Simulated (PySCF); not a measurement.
Compound: C3H8BNO.
Geometry (PBE0-D3(BJ)/def2-SVP, Å), atoms numbered from 1 in this order:
```xyz
14
C3H8BNO angstrom
C      1.8210    1.3086    0.4407
C      0.6582    0.6763    0.2330
C      0.5103   -0.8283    0.1255
N     -0.7465   -0.9854   -0.6301
B     -1.6288    0.2884   -0.0689
O     -0.5303    1.2536    0.0842
H      2.7505    0.7438    0.5136
H      1.8474    2.3930    0.5519
H      1.3641   -1.3294   -0.3508
H      0.3479   -1.2665    1.1227
H     -1.2054   -1.8813   -0.4726
H     -0.5869   -0.8806   -1.6336
H     -2.4460    0.6097   -0.9147
H     -2.1084   -0.1102    0.9899
```

Method: PBE0-D3(BJ)/def2-SVP geometry optimisation, gas phase (PySCF 2.14.0).

Take the most abundant isotopes and a rigid rotor. The values belong to one conformer with, in the numbering `[CH2:1]=[C:2]1[CH2:3][NH2+:4][BH2-:5][O:6]1`, C1–C2–C3–N4 -157°, C2–C3–N4–B5 -35°, C3–N4–B5–O6 36°, N4–B5–O6–C2 -24°.

Problem. Give the principal moments of inertia and the rotational constants in MHz.

Solution. Ia = 73.65, Ib = 147.63, Ic = 205.71 u·Å²; 505379 MHz·u·Å²/I gives A = 6862, B = 3423, C = 2457 MHz.

Problem. Classify the top.

Solution. An asymmetric top; Ray's κ = -0.561.

Problem. Is it planar, by Δ = Ic − Ia − Ib?

Solution. Not planar: Δ = Ic − Ia − Ib = -15.57 u·Å². For a rigid frame Δ = −2 Σ m c², so Σ m c² = 7.79 u·Å² lies off the ab plane: 5.69 from hydrogen and 2.09 from heavier atoms. The atom farthest from that plane is 1.35 Å away.

Problem. Which types of transition are allowed, and where do some lines up to J = 4 fall?

Solution. The dipole components are |μa| = 1.82 D, |μb| = 5.43 D, |μc| = 1.02 D. The squared components, which scale the intensities, stand as 0.11 : 1.00 : 0.04 (a : b : c). Some of the stronger lines:

```
type  branch         J(Ka,Kc)    MHz  lower level (cm⁻¹)
   b       Q  4(2,2) ← 4(1,3)   9680               2.235
   b       R  2(1,2) ← 1(0,1)  14232               0.196
   a       R  3(1,3) ← 2(1,2)  16088               0.671
   a       R  3(2,2) ← 2(2,1)  17640               1.112
   a       R  3(1,2) ← 2(1,1)  18967               0.768
   a       R  4(0,4) ← 3(0,3)  22023               1.149
   b       R  4(1,4) ← 3(0,3)  23055               1.149
   a       R  4(3,1) ← 3(3,0)  23941               2.358
   a       R  4(2,2) ← 3(2,1)  24876               1.728
   b       R  3(3,1) ← 2(2,0)  37174               1.118
   b       R  4(3,2) ← 3(2,1)  42683               1.728
   b       R  4(3,1) ← 3(2,2)  43672               1.700
   b       R  4(4,1) ← 3(3,0)  50988               2.358
   b       R  4(4,0) ← 3(3,1)  51011               2.358
```

Problem. Estimate the classical rotational partition function at 50 K, 200 K and 298.15 K.

Solution. Point group C1, symmetry number σ = 1; q = (√π/σ)·√((kT/h)³/(ABC)), k/h = 20836.6 MHz/K: 7850 at 50 K, 62800 at 200 K, 114000 at 298.15 K.

Stationary, but not proved a minimum. These are rigid-rotor constants of the computed structure; measured ground-state constants (B0) also hold zero-point vibration. Quadrupole hyperfine structure (11B, 14N) is left out.
